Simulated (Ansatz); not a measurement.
```yaml
crystal:
  periodic: [false, false, false]
  atoms:
    - {symbol: Cl, position_ang: [-2.971644, -0.761839, 0.504351]}
    - {symbol: Si, position_ang: [-1.513453, -1.083375, -1.017672]}
    - {symbol: Cl, position_ang: [-0.929435, -2.582217, -1.603562]}
    - {symbol: Cl, position_ang: [-1.814893, 0.092693, -2.795080]}
    - {symbol: B, position_ang: [0.154518, -0.010500, -0.116700]}
    - {symbol: Si, position_ang: [0.594389, -0.813604, 1.773236]}
    - {symbol: Cl, position_ang: [2.502908, -1.273556, 1.300612]}
    - {symbol: Cl, position_ang: [0.628467, 0.429158, 3.336771]}
    - {symbol: Cl, position_ang: [-0.239552, -2.394850, 2.378975]}
    - {symbol: Si, position_ang: [0.675099, 1.577119, -0.801488]}
    - {symbol: Cl, position_ang: [2.395725, 2.568669, 0.556620]}
    - {symbol: Cl, position_ang: [1.303252, 1.074895, -2.323445]}
    - {symbol: Cl, position_ang: [-0.297263, 3.029097, -0.780210]}
basis:
  gaussian: {orbitals: aug-cc-pVDZ, point_charges: [{charge: -1.00, position_ang: [6.755, 0.922, 0.418]}]}
hamiltonian: {xc: {name: wB97X-D}}
accuracy: high
output: {forces: true}
```

```sh
$ ansatz run in.yaml --threads 4 --pin off --events-out ev --progress --plain --max-ram 63488MiB --backend cuda --devices 0, --max-vram 37GiB
```

Shortened log:

```
Error: YAML parse error: error: line 19 column 19: hamiltonian.xc: no functional is named "wB97X-D"; the names, which are not case-sensitive, are SVWN5, SPW92, PBE, PBE0, PBEsol, revPBE, revPBE0, RPBE, rPW86-PBE, HSE06, wPBEh, LC-wPBE, HISS, HF, BLYP, B3LYP, B3LYP5, BHLYP, CAM-B3LYP, r2SCAN, r2SCANh, r2SCAN0, r2SCAN50, m-r2SCAN, B97, wB97, wB97X, wB97X-V, B97M-V, wB97M-V, B2PLYP, B2GP-PLYP, PBE0-DH, PBE-QIDH
17 | basis:
18 |   gaussian: {orbitals: aug-cc-pVDZ, point_charges: [{charge: -1.00, position_ang: […
19 | hamiltonian: {xc: {name: wB97X-D}}
20 | accuracy: high
21 | output: {forces: true}
```

(1) Something in this input is off. What?

Results:

(1) The method's name isn't one that the program takes here. The program refused the input.

HSE06 is defined as in plane-wave codes.
